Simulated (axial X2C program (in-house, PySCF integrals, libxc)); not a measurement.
**RhC⁺: from Re and ωe to a spectrum**

A bond curve at the PBE0 level, with spin–orbit coupling, was computed with an in-house all-electron X2C program for linear molecules (integrals from PySCF) (basis Rh dyall-cv3z [12s12p8d5f3g], C dyall-v3z [7s6p2d1f] (cores contracted in-house)) for the state Ω = 0 (closed shell). Its fit gives Re = 1.5624 Å, ωe = 1204.4 cm⁻¹, ωexe = 4.75 cm⁻¹ and αe = 3.627e-03 cm⁻¹; the masses are 102.9055 and 12.0000 u. Two-component means X2C with spin–orbit coupling and atomic mean-field Coulomb and Gaunt terms.

Task: Find the reduced mass, Be and the force constant.

Result: From the PBE0 values: μ = 10.7468 u. Be = 16.8576/(μ Re²) = 0.6426 cm⁻¹. k = 5.8918×10⁻⁷ μ ωe² = 9.18 mdyn/Å.

Task: Estimate the centrifugal constant by the Kratzer relation.

Result: D = 4Be³/ωe² = 7.32e-07 cm⁻¹.

Task: A Morse curve ties αe to the other constants (Pekeris). How well does that hold?

Result: αe(Morse) = 6Be²/ωe × (√(ωexe/Be) − 1) = 3.536e-03 cm⁻¹; the PBE0 curve gives 3.627e-03 cm⁻¹, a ratio of 0.97.

Task: Where do the fundamental and the first overtone lie?

Result: ν(1←0) = ωe − 2ωexe = 1194.9 cm⁻¹; ν(2←0) = 2ωe − 6ωexe = 2380.3 cm⁻¹.

Task: Give B0, the J = 1←0 line in GHz and the most populated J at 300 K (kT = 208.5 cm⁻¹).

Result: B0 = Be − αe/2 = 0.6408 cm⁻¹; 2B0 = 38.42 GHz; J(max) ≈ √(kT/2B0) − 1/2 = 12.3, so J = 12.

The state is a single determinant with fixed occupations, the lowest that a limited PBE0 search found.
